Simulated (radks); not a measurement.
The numbers below are computed, except where a source is named.
Question: Successive ionisation energies (eV) of one element, from differences of total energies of ions in their ground configurations, starting at charge 0: 7.076, 19.559, 35.925, 55.065, 76.482, 107.62, 134.27, 162.67, 192.69, 224.20, 320.46. Code: a radial shooting solver on a logarithmic mesh with Libxc functionals. Model: scalar-relativistic Kohn-Sham, PBE, spin-polarised, spherical densities, point nucleus; open shells are filled with parallel spins first. Which element is it?

Answer: Nickel (Z = 28). The first species listed is Ni in [Ar] 3d8 4s2, the last Ni10+ in [Ar].
